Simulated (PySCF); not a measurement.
## K (potassium, neutral) across methods

[Ar] 3d1, 2D determinant (an excited configuration). Computed with PySCF 2.14 in def2-QZVPPD (11s6p4d3f, 70 functions), with the non-relativistic Hamiltonian (point nucleus).

| method | E (hartree) | mean ε 3p α (eV) | mean ε 3p β (eV) | mean ε 3d α (eV) | Σ⟨r²⟩ (bohr²) | ⟨S²⟩ |
| --- | --- | --- | --- | --- | --- | --- |
| wB97X | -599.803 | -23.299 | -23.208 | -1.012 | 46.87 | 0.750 |
| revPBE | -599.721 | -18.739 | -18.642 | 0.199 | 47.47 | 0.750 |
| LDA | -598.087 | -18.674 | -18.563 | 0.405 | 46.11 | 0.750 |
| r2SCAN | -599.777 | -19.329 | -19.217 | 0.360 | 47.04 | 0.750 |
| BHandHLYP | -599.819 | -22.636 | -22.512 | -0.265 | 46.96 | 0.750 |
| TPSSh | -599.830 | -19.745 | -19.632 | 0.188 | 47.30 | 0.750 |
| PBE0 | -599.644 | -20.783 | -20.662 | -0.073 | 47.14 | 0.750 |
| UHF | -599.04281 | -25.935 | -25.818 | -0.710 | 48.42 | 0.750 |
| PBE | -599.601 | -18.721 | -18.614 | 0.250 | 47.07 | 0.750 |

The highest occupied level is positive at revPBE, LDA, r2SCAN, TPSSh, PBE: only the finite basis holds that electron, which in a density functional comes from self-interaction.
